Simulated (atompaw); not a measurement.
## Reading a pseudo-wave (iron)

Columns: radius, all-electron u(r) and pseudo u(r) of the 3p shell (level -60.96 eV) of iron in the configuration [Ne] 3s2 3p6 3d6 4s1.5 4p0.5; PBE, scalar-relativistic, PAW (atompaw) scheme, atompaw 4.2.0.5.

```tsv
r (bohr)	all-electron	pseudo
0.075	-0.4218	0.0181
0.150	-0.6047	0.0690
0.225	-0.3824	0.1447
0.300	0.0135	0.2380
0.375	0.4132	0.3451
0.450	0.7378	0.4641
0.525	0.9651	0.5889
0.600	1.0997	0.7059
0.675	1.1579	0.7988
0.750	1.1592	0.8602
0.825	1.1208	0.8987
0.900	1.0573	0.9266
0.975	0.9792	0.9340
1.050	0.8944	0.8910
1.125	0.8082	0.8082
1.200	0.7242	0.7242
1.275	0.6445	0.6445
1.350	0.5705	0.5705
1.425	0.5027	0.5027
1.500	0.4414	0.4414
1.575	0.3863	0.3863
1.650	0.3372	0.3372
1.725	0.2937	0.2937
1.800	0.2554	0.2554
1.875	0.2217	0.2217
1.950	0.1922	0.1922
```

How many radial nodes do the two functions have?

The all-electron 3p function has n − l − 1 = 1; the pseudo-wave has 0, since the states of the same l below it are removed with the core.

At about which radius was the pseudo-wave matched?

1.10 bohr, where the columns begin to agree (steps of 0.07 bohr).

Where does each function peak?

Outermost all-electron maximum near 0.75 bohr, pseudo maximum near 0.97 bohr (to the table’s step).

Is the pseudo-wave norm-conserving?

No, it belongs to a PAW set: the norm inside the radius is not constrained, and the difference is carried by the augmentation charge.
